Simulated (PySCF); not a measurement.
Order these species by their calculated properties.

Each SMILES stands for a single optimised conformer of the isolated species, non-relativistic unless stated. Electronic properties by PySCF.

The conformers computed, where there is a choice (atom-mapped SMILES and torsion angles):
- `[cH:1]1[cH:2][cH:3][c:4]([SiH:5]2[NH:6][SiH2:7][NH:8]2)[n:9][cH:10]1`: C3–C4–Si5–N6 130°
- `[CH3:1]/[N:2]=[CH:3]/[CH2:4][N:5]([CH3:6])[GeH3:7]`: N2–C3–C4–N5 -15°, C3–C4–N5–C6 -78°
- `[CH3:1][S:2][Si@H:3]([PH2:4])[S:5][SiH3:6]`: C1–S2–Si3–P4 -178°, S2–Si3–S5–Si6 -177°, H–P4–Si3–S2 -43°, H–P4–Si3–S2 51°
- `[CH3:1][C:2]#[N+:3][GaH2-:4][NH:5][CH:6]=[O:7]`: N3–Ga4–N5–C6 180°, Ga4–N5–C6–O7 0°

The conformers of `CC(=O)OC1CCCC1` and `CCCC[C@@H](C=O)CC` aren't listed.

(1) Rank by HOMO–LUMO gap, lowest first (CAM-B3LYP/def2-SVPD at PBE0-D3(BJ)/def2-SVP geometries).
A. `[H][Ge]([CH3])([CH3])[SiH3]`
B. `C/N=C/C[N](C)[GeH3]`
C. `c1ccc([SiH]2N[SiH2]N2)nc1`
D. `CCCC[C@@H](C=O)CC`
E. `CC(=O)OC1CCCC1`
F. `CS[Si@H](P)S[SiH3]`

(2) Rank by lowest triplet excitation (Tamm–Dancoff), highest first (TDA CAM-B3LYP/def2-SVPD at PBE0-D3(BJ)/def2-SVP geometries).
A. `CC(=O)OC1CCCC1`
B. `c1ccc([SiH]2N[SiH2]N2)nc1`
C. `CS[Si@H](P)S[SiH3]`
D. `CC#[N+][GaH2-][NH]C=O`
E. `CCCC[C@@H](C=O)CC`
F. `[H][Ge]([CH3])([CH3])[SiH3]`

(3) By how much do the two ends of that ranking differ?

(4) Rank by dipole moment, lowest first (CAM-B3LYP/def2-SVPD at PBE0-D3(BJ)/def2-SVP geometries).
A. `CC#[N+][GaH2-][NH]C=O`
B. `C1=CC=C([SiH]2N[SiH2]N2)N=C1`
C. `CS[Si@H](P)S[SiH3]`
D. `C/N=C/C[N](C)[GeH3]`
E. `[H][Ge]([CH3])([CH3])[SiH3]`

(5) Give the two extremes of that set in atomic units.

(6) Rank by lowest singlet excitation, highest first (TDDFT CAM-B3LYP/def2-SVPD at PBE0-D3(BJ)/def2-SVP geometries).
A. `CCCC[C@@H](C=O)CC`
B. `[CH3][GeH]([CH3])[SiH3]`
C. `CC(=O)OC1CCCC1`
D. `P[Si@H](S[SiH3])SC`
E. `c1ccc([SiH]2N[SiH2]N2)nc1`

(7) Rank by electronic spatial extent ⟨r²⟩ about the centre of nuclear charge, highest first (CAM-B3LYP/def2-SVPD at PBE0-D3(BJ)/def2-SVP geometries).
A. `c1ccc([SiH]2N[SiH2]N2)nc1`
B. `CC#[N+][GaH2-][NH]C=O`
C. `C(=N\C)/C[N]([GeH3])C`
D. `CS[Si@H](P)S[SiH3]`
E. `[CH3][GeH]([CH3])[SiH3]`

(8) By how much do the two ends of that ranking differ?

(9) Rank by vertical ionisation energy, lowest first (ΔSCF CAM-B3LYP/def2-SVPD at PBE0-D3(BJ)/def2-SVP geometries).
A. `CC(=O)OC1CCCC1`
B. `CC#[N+][GaH2-][NH]C=O`
C. `CS[Si@H](P)S[SiH3]`
D. `CCCC[C@@H](C=O)CC`

(10) By how much do the two ends of that ranking differ?

Results:

(1) C (8.14 eV), B (8.44 eV), F (8.98 eV), D (9.24 eV), A (9.97 eV), E (10.71 eV).

(2) F (6.41 eV), A (5.44 eV), C (5.25 eV), D (5.03 eV), B (3.85 eV), E (3.66 eV).

(3) By 2.75 eV, between `[H][Ge]([CH3])([CH3])[SiH3]` and `CCCC[C@@H](C=O)CC`.

(4) E (0.87 D), C (1.26 D), D (2.12 D), B (2.62 D), A (8.74 D).

(5) `[H][Ge]([CH3])([CH3])[SiH3]`: 0.34 au; `CC#[N+][GaH2-][NH]C=O`: 3.44 au.

(6) B (7.09 eV), C (5.93 eV), D (5.61 eV), E (4.49 eV), A (4.25 eV).

(7) A (2211 bohr²), D (1943 bohr²), B (1600 bohr²), C (1342 bohr²), E (764 bohr²).

(8) By 1447 bohr², between `c1ccc([SiH]2N[SiH2]N2)nc1` and `[H][Ge]([CH3])([CH3])[SiH3]`.

(9) C (9.07 eV), B (9.29 eV), D (9.64 eV), A (10.26 eV).

(10) By 1.19 eV, between `CC(=O)OC1CCCC1` and `CS[Si@H](P)S[SiH3]`.
